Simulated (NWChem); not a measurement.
Species: MgH$_{2}$; SMILES [MgH2]

```xyz
3

Mg     0.0000     0.0000     0.0000
H      0.0000     0.0000    -1.7125
H      0.0000     0.0000     1.7125
```
Atoms are numbered in this order, from 1.

Coordinates come from a B3LYP/6-31G* (spherical d) optimisation.

**Question.** List the 4 lowest vertical singlet excitations from B3LYP/aug-cc-pVDZ, TDA (NWChem).

**Answer.** 
```tsv
state	energy (eV)	oscillator strength	leading excitation (squared amplitude)
S1	5.15	0.000	HOMO → LUMO (0.97)
S2	5.15	0.000	HOMO → LUMO+1 (0.97)
S3	6.61	0.014	HOMO → LUMO+3 (0.66)
S4	6.88	0.322	HOMO−1 → LUMO (0.95)
```
